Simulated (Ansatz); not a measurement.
AlBrH4OSi (`[SiH3][O][AlH][Br]`) from Hartree–Fock to CCSD(T)

| atom | x (Å) | y (Å) | z (Å) |
| --- | --- | --- | --- |
| Si1 | -0.483 | 1.057 | 0.878 |
| O2 | 0.417 | 0.056 | -0.043 |
| Al3 | 0.826 | -1.207 | -1.061 |
| Br4 | -0.800 | -2.601 | -1.745 |
| H5 | -1.930 | 0.749 | 0.730 |
| H6 | -0.095 | 0.899 | 2.303 |
| H7 | -0.241 | 2.462 | 0.460 |
| H8 | 2.306 | -1.415 | -1.523 |

The species carries charge 0 and has multiplicity 1. Correlated methods include outer-core shells of Br, which these sets cover unevenly. Scalar relativity is left out up to krypton. The geometry is a stationary point of PBE0-D4/def2-TZVP. It is one conformer, not always the lowest. Frozen core, restricted reference, Ansatz 0.2.0.

```
     basis      HF (Eh)  MP2 corr.  CCSD corr.       (T)  CCSD(T) total
  def2-SVP            ?   -0.56997           ?         ?              ?
def2-TZVPP  -3180.69505   -0.70655    -0.74079  -0.02439    -3181.46023
def2-QZVPP            ?   -1.05949           –         –              –
```

**Question.** Fill in the withheld values. (Best estimate.)

**Answer.** Computed: def2-SVP HF (Eh): -3180.08878; def2-SVP CCSD corr.: -0.60366; def2-SVP (T): -0.01246; def2-SVP CCSD(T) total: -3180.70490; def2-QZVPP HF (Eh): -3180.76512.
